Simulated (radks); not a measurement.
Q: These are the eigenvalues of the occupied orbitals of an atom or ion with whole-number occupations (eV). Method: Dirac Kohn-Sham, Slater X-alpha with alpha = 0.609, spin-unpolarised, spherical densities, point nucleus; computed with a radial shooting solver on a logarithmic mesh with Libxc functionals.

| orbital | eigenvalue |
|---|---|
| 1s1/2 | -48226.41 |
| 2s1/2 | -7911.810 |
| 2p1/2 | -7506.283 |
| 2p3/2 | -6860.671 |
| 3s1/2 | -1741.325 |
| 3p1/2 | -1566.306 |
| 3p3/2 | -1434.958 |
| 3d3/2 | -1131.408 |
| 3d5/2 | -1102.844 |
| 4s1/2 | -347.7891 |
| 4p1/2 | -280.3843 |
| 4p3/2 | -251.2452 |
| 4d3/2 | -140.2878 |
| 4d5/2 | -135.0776 |
| 5s1/2 | -48.6917 |
| 5p1/2 | -30.6600 |
| 5p3/2 | -26.8663 |
| 6s1/2 | -7.6313 |
| 4f5/2 | -6.7469 |
| 4f7/2 | -6.1505 |

Which element is it, and in what charge state? The configuration may be excited. Open shells, if any, fill j = l - 1/2 first.

A: Z = 63, europium, charge +1: Eu+ in [Xe] 4f7 6s1. The list shows which subshells hold electrons but not how many an open one holds; the 1s level, -1772.3 hartree, gives Z - s = 59.5 by -(Z - s)^2/2, which with screening and relativity narrows Z to a few neighbours, and the depths of the outer levels then fix element, charge and occupations together.
